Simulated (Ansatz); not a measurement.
Computed with Ansatz on PBE0-D4/def2-TZVP structures; ΔE is electronic, products minus reactants. CBS: MP2 limit from def2 TZ/QZ plus the TZ coupled-cluster correction, frozen cores. One conformer a species, not always the lowest.

Reaction (isomerisation): `CC[SiH](F)F` → `FC[SiH2]CF`

```tsv
species	CCSD(T)/CBS(def2) energy (Eh)
`CC[SiH](F)F`	-568.53263
`FC[SiH2]CF`	-568.35032
```

**Question.** Work out ΔE.

**Answer.** ΔE = (-568.35032) − (-568.53263) = 0.18231 Eh = +4.96 eV.

Largest T1 diagnostic among the species: 0.011.

From PBE to PBE0 (25 % exact exchange), in def2-TZVPP and without D4, ΔE moves by +0.17 eV.
